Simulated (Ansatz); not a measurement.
Cost and result up the ladder for the cluster Cu₄Se₂ (6 atoms). Charge 0, multiplicity 1. Geometry: B3LYP-D4/def2-SVP.

```csv
atom,x (Å),y (Å),z (Å)
Cu1,-1.6093,1.2952,0.8533
Cu2,0.0722,0.7365,-0.9522
Cu3,1.6250,-1.2433,-0.8140
Cu4,-0.1227,-0.7521,0.9358
Se5,-0.5867,-1.5875,-1.3111
Se6,0.6216,1.5513,1.2882
```

Ansatz on 4 threads of AMD EPYC 9R45 on a shared host. Times are rough, and most runs start from the orbitals of an earlier one. r2SCAN0-D4/def2-TZVP serves as the yardstick here, not as an exact answer. Binding counts from free atoms at the same level (Cu doublet, Se triplet; other spins of the atoms weren't run), without zero-point energy or a counterpoise term.

Correlated methods freeze 54 core orbitals; core or outer-core shells of Se are correlated, in sets that lack core-valence functions. No other spin state of charge 0 was run. Another isomer (singlet) lies 0.15 eV lower at PBE-D4/def2-TZVP; other spin states weren't run for this one.

Correlated methods converge slowly with the basis.

```tsv
level	functions	wall time
PBE-D4/def2-TZVP (with forces)	276	2.9 s
r2SCAN-D4/def2-TZVP	276	4.8 s
PBE0-D4/def2-TZVP	276	6.5 s
MP2/def2-TZVP	276	7 s
r2SCANh-D4/def2-TZVP	276	8 s
r2SCAN0-D4/def2-TZVP	276	8.5 s
```

Task: Estimate what each level gives for the binding energy per atom (eV).

Result: 
| level | binding energy per atom (eV) | difference from r2SCAN0-D4/def2-TZVP (eV) |
| --- | --- | --- |
| PBE-D4/def2-TZVP (with forces) | 2.45 | 0.18 |
| r2SCAN-D4/def2-TZVP | 2.46 | 0.20 |
| PBE0-D4/def2-TZVP | 2.26 | 0.00 |
| MP2/def2-TZVP | 2.28 | 0.02 |
| r2SCANh-D4/def2-TZVP | 2.38 | 0.11 |
| r2SCAN0-D4/def2-TZVP | 2.26 | 0.00 |
